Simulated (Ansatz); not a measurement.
Gas-phase electronic energies from Ansatz, PBE0-D4/def2-TZVP geometries. CCSD(T)/CBS adds triple-zeta CCSD(T) − MP2 to the extrapolated MP2 energy (def2 sets, frozen cores). DFT in def2-TZVPP. B3LYP here is the variant with VWN-RPA as its local correlation; programs differ in this. One conformer a species, not always the lowest.

Reaction (substitution at a C–Si bond): `C[Si](C)(C)C` + `NBS` → `CNBS` + `C[SiH](C)C`

`C[Si](C)(C)C`:

Z-matrix (Å, degrees):
```
C
Si 1 1.876
H 1 1.093 2 111.2
H 1 1.093 2 111.2 3 -120.0
H 1 1.093 2 111.2 3 120.0
C 2 1.876 1 109.5 3 60.1
C 2 1.876 1 109.5 3 -59.9
C 2 1.876 1 109.5 3 -180.0
H 6 1.093 2 111.2 1 60.1
H 6 1.094 2 111.2 1 -179.9
H 6 1.093 2 111.2 1 -59.9
H 7 1.093 2 111.2 1 -180.0
H 7 1.094 2 111.2 1 60.0
H 7 1.093 2 111.2 1 -59.9
H 8 1.093 2 111.2 1 60.0
H 8 1.093 2 111.2 1 -180.0
H 8 1.093 2 111.2 1 -60.0
```

`NBS`:

Z-matrix (Å, degrees):
```
N
B 1 1.391
H 1 1.004 2 121.9
H 1 1.006 2 124.2 3 -180.0
S 2 1.816 1 120.0 3 180.0
H 2 1.194 1 119.9 3 -0.0
H 5 1.339 2 96.3 1 -180.0
```

`CNBS`:

```xyz
10

C     1.022   -0.353   -1.127
N     0.388   -0.373    0.169
B    -0.732    0.361    0.537
S    -1.401    0.213    2.223
H     2.061   -0.013   -1.063
H     1.017   -1.343   -1.594
H     0.481    0.332   -1.779
H     0.830   -0.988    0.835
H    -1.253    1.089   -0.255
H    -2.412    1.076    2.054
```

`C[SiH](C)C`:

Cartesian coordinates in Å:
```
C 1.226 -0.360 -1.238
Si 0.325 0.180 0.313
C -0.527 -1.283 1.114
C -0.921 1.520 -0.090
H 1.744 0.481 -1.706
H 1.970 -1.129 -1.015
H 0.527 -0.772 -1.971
H 1.325 0.735 1.276
H -1.269 -1.719 0.440
H -1.042 -0.986 2.031
H 0.191 -2.065 1.372
H -0.435 2.388 -0.542
H -1.673 1.152 -0.794
H -1.441 1.858 0.810
```

```tsv
level	ΔE (kcal/mol)	difference from CCSD(T)/CBS
LDA (SPW92)	16.9	-1.4
B3LYP-D4	17.5	-0.8
CAM-B3LYP-D4	17.3	-1.0
B2PLYP	17.2	-1.1
PBE	16.8	-1.5
HF/def2-SVP	13.2	-5.1
CCSD/def2-SVP	13.9	-4.4
MP2/def2-QZVPP	19.2	0.9
HF/CBS(def2)	15.6	-2.7
MP2/CBS(def2)	19.4	1.1
CCSD(T)/CBS	18.3	0
```

Largest T1 diagnostic among the species: 0.012.

Leaving LDA and LC-ωPBE aside and taking each functional with its dispersion term where it has one, the values, not all of them listed here, spread over 1.5 kcal/mol, from BLYP-D4 to r2SCANh-D4. In def2-TZVPP, CCSD(T) changes the Hartree–Fock value by +2.1 kcal/mol (the triples alone add +0.2 kcal/mol) and MP2 by +3.2 kcal/mol. The D4 term adds +1.1 kcal/mol with B3LYP and +0.7 kcal/mol with PBE0; it sums over pairs of atoms, weighted by their polarisabilities, and B3LYP, whose exchange is more repulsive, gets the larger term.
